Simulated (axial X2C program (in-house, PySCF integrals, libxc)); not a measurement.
**Ionising TcC**

Computed with an in-house all-electron X2C program for linear molecules (integrals from PySCF), spin-free (one-electron X2C) or two-component (2c: spin–orbit coupling with atomic mean-field Coulomb and Gaunt terms, which also bring small scalar terms), in Dyall basis sets with cores contracted in-house; open shells are unrestricted.

Basis sets: C dyall-v3z, Tc dyall-cv3z.

| Hamiltonian | level | TcC state | Re (Å) | ωe (cm⁻¹) | De (eV) |
| --- | --- | --- | --- | --- | --- |
| spin-free | PBE0 | M_S = 3/2, Λ = 0 | 1.636 | 1059.1 | 6.14 |
| 2c | PBE0 | Ω = 3/2 | 1.636 | 1058.7 | 6.14 |

Adiabatic ionisation energy (minimum to minimum, no zero-point term) and constants of TcC⁺:

```json
{"Hamiltonian": "spin-free", "level": "PBE0", "TcC⁺ state": "M_S = 1, Λ = 0", "IE (eV)": "7.48", "Re (Å)": "1.608", "ωe (cm⁻¹)": "1112.7", "De (eV)": "5.43", "fragments": "Tc+ + C"}
{"Hamiltonian": "2c", "level": "PBE0", "TcC⁺ state": "Ω = 1", "IE (eV)": "7.47", "Re (Å)": "1.607", "ωe (cm⁻¹)": "1112.4", "De (eV)": "5.43", "fragments": "Tc+ + C"}
```

Task: Add the zero-point terms to the ionisation energy at PBE0, 2c, and say whether the electron removed was bonding.

Result: IE0 = IE + (ωe⁺ − ωe)/2 = 7.47 + (0.003) = 7.47 eV. Re changes by -0.029 Å, so the bond shortens, as on loss of an antibonding or a polarising non-bonding electron.

Task: Close the cycle De(TcC⁺) + IE(TcC) = De(TcC) + IE(Tc) to find the atomic ionisation energy at PBE0, 2c.

Result: IE(Tc) = 5.43 + 7.47 − 6.14 = 6.76 eV, for the determinants used.

Each entry is the lowest single determinant of a limited PBE0 search at one distance. De goes to single-determinant-based atoms at the same level (for ions the charge split of lowest energy) and is withheld (n/a) where an atom does not fit its ground term or J level. Main or longest-lived isotopes. One determinant is a doubtful description, or other states lie close, for TcC, TcC⁺; these need not be ground states, and all values refer to the states named. Some open-shell Ω = 0 determinants are out of reach, so the Ω given for TcC⁺ need not be the lowest component. With several unpaired electrons the Ω given is that of one determinant, not necessarily of the lowest component. Some light 2c atoms are not at their ground J level, so De misses part of their lowering (0.04 eV or less). The functionals have no current term, which raises determinants with orbital currents.
